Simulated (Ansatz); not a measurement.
Species: GeF2, charge 0, singlet. GeF2 (SMILES [F][Ge][F]).
B3LYP-D3(BJ)/def2-TZVP minimum from Ansatz (a first-principles code):
```xyz
3

Ge     0.0109    -0.0062     0.4176
F      0.6316     1.1604    -0.7423
F     -0.6702    -1.1385    -0.7424
```

Hartree-Fock and CCSD correlation energies in hartree (Ansatz). Open shells are spin-unrestricted; no spin-orbit coupling. Cores are frozen in correlated methods (noble-gas shells, and filled d and f shells in the p block). No relativity.

```csv
basis,X,E(HF),"E(corr, CCSD)"
cc-pVTZ,3,-2274.43897,-0.60574
cc-pVQZ,4,-2274.46291,-0.65657
cc-pV5Z,5,-2274.46795,withheld
```

Question: Fit E(corr) = E∞ + A/X³ to X = 3 and 4, predict X = 5, and compare with the run.

Answer: A = (-0.60574 - (-0.65657))/(1/27 - 1/64) = 2.3739; E∞ = -0.65657 - A/64 = -0.69366; at X = 5, E∞ + A/125 = -0.67467. The run gave -0.67574, 1.07 mEh below the prediction. The same form on X = 4 and 5 gives E∞ = -0.69585, 2.19 mEh below the first estimate.
